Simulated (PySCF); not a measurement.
Gas-phase reaction: ZnH2 + 2 F2 → ZnF2 + 2 HF

Method: PySCF energies plus ideal-gas RRHO corrections (1 bar). † marks an energy on the PBE0/def2-TZVP geometry and frequencies; other levels use their own. CCSD(T) freezes the core. 6-31G* has spherical d functions here. All species are closed-shell singlets. Zn: all electrons, no relativistic terms. ZnH2: computed as isolated molecules; such fragments, hydroxides, amides, oligomers or adducts are transient or little studied in the gas. CCSD(T) isn't extrapolated to the basis-set limit; its ΔH°(298 K) is -1135.1 kJ in def2-SVP and -1180.5 kJ in def2-TZVPP. The harmonic model lacks anharmonicity and excited electronic states, which grow with temperature; levels with a mode under 35 cm⁻¹ are left out.

ΔH° and ΔS° at 298 K: CCSD(T)/def2-TZVPP† -1180 kJ, -4 J/K; HF/6-31G* -1227 kJ, -4 J/K; HF/def2-TZVP† -1264 kJ, -4 J/K.

Question: With the heat capacities included, give log10 K (1 bar) at 500, 1200, 1400, 1800, 2000 K from CCSD(T)/def2-TZVPP†, HF/6-31G*, HF/def2-TZVP†.

Answer: 
```csv
T (K),CCSD(T)/def2-TZVPP†,HF/6-31G*,HF/def2-TZVP†
500,123.2,128.0,131.9
1200,51.4,53.4,55.0
1400,44.0,45.7,47.1
1800,34.2,35.5,36.6
2000,30.8,32.0,33.0
```
